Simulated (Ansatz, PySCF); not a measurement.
Si(H)3(nPr) (C3H10Si), SMILES CCC[SiH3].

Geometry optimised at B3LYP-D3(BJ)/def2-SVP. Other conformers were not sampled.

Vertical ionisation energy (IE) and electron affinity (EA) in eV. Rows of orbital energies are one-electron estimates. Where ΔSCF, EOM or ADC give a negative EA the extra electron is unbound and the value depends on the basis.

```tsv
level	IE	EA
−ε(HOMO), −ε(LUMO), B3LYP/def2-TZVP (PySCF)	8.28	-0.43
−ε(HOMO), −ε(LUMO), PBE/def2-TZVP (PySCF)	7.22	0.10
ΔSCF, CAM-B3LYP/def2-SVPD (Ansatz), final states of multiplicity 2 and 2	10.68	-1.79
ΔSCF, PBE/def2-SVPD (Ansatz), final states of multiplicity 2 and 2	10.22	-1.47
```

What vertical singlet–triplet gap does ΔSCF give with CAM-B3LYP/def2-SVPD (Ansatz, a program for electronic structure) and with PBE/def2-SVPD (Ansatz)? (An estimate is asked for; the answer gives what the named calculation found.)

7.79 and 7.09 eV (triplet above singlet where positive).
